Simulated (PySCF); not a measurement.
Geometries of 3 isomers of C3H10OSi2, from PBE0-D3(BJ)/def2-SVP geometry optimisation, gas phase in PySCF 2.14.0. One conformer each, no zero-point energy, no frequencies.

**Question.** Which isomer lies lowest at this level?
A.
```xyz
16
angstrom
C      2.216   -0.179   -0.555
O      1.757    0.603    0.510
Si     0.157    0.747    0.949
C     -0.996    1.214   -0.489
Si    -1.633   -0.580   -0.468
C     -0.731   -0.919    1.173
H      1.828    0.172   -1.529
H      3.315   -0.123   -0.590
H      1.937   -1.244   -0.444
H      0.160    1.663    2.124
H     -0.533    1.587   -1.415
H     -1.768    1.938   -0.180
H     -1.082   -1.393   -1.597
H     -3.120   -0.739   -0.435
H     -1.414   -0.907    2.039
H     -0.110   -1.825    1.244
```
B.
```xyz
16
angstrom
Si     2.621    0.478    0.054
O      1.266   -0.254   -0.586
C      0.052   -0.401    0.104
C     -0.744    0.900    0.370
Si    -2.313   -0.145    0.148
C     -0.988   -1.220   -0.681
H      2.940   -0.105    1.396
H      2.432    1.953    0.214
H      3.733    0.218   -0.900
H      0.237   -0.902    1.077
H     -0.636    1.572   -0.499
H     -0.502    1.456    1.286
H     -3.426    0.402   -0.684
H     -2.874   -0.704    1.414
H     -0.913   -0.950   -1.748
H     -0.928   -2.312   -0.585
```
C.
```xyz
16
angstrom
C      3.574   -1.007   -0.441
C      2.501   -0.739    0.302
O      1.312   -0.378   -0.226
Si    -0.085    0.004    0.629
C     -1.384    0.417   -0.636
Si    -3.077    0.893    0.039
H      3.534   -0.943   -1.531
H      4.509   -1.294    0.041
H      2.544   -0.803    1.400
H     -0.489   -1.167    1.465
H      0.188    1.166    1.529
H     -1.503   -0.453   -1.304
H     -1.006    1.248   -1.257
H     -4.016    1.202   -1.081
H     -2.967    2.098    0.917
H     -3.649   -0.227    0.848
```

**Answer.** A. That is `CO[SiH]1C[SiH2]C1`, 19.3 kcal/mol below the next.

```csv
SMILES,atoms numbered as above,E (Eh),relative (kcal/mol),relative (kJ/mol),dipole (D)
CO[SiH]1C[SiH2]C1,[CH3:1][O:2][SiH:3]1[CH2:4][SiH2:5][CH2:6]1,-773.79490,0.0,0.0,0.86
C=CO[SiH2]C[SiH3],[CH2:1]=[CH:2][O:3][SiH2:4][CH2:5][SiH3:6],-773.76412,19.3,80.8,0.54
[SiH3]OC1C[SiH2]C1,[SiH3:1][O:2][CH:3]1[CH2:4][SiH2:5][CH2:6]1,-773.76057,21.5,90.1,0.71
```
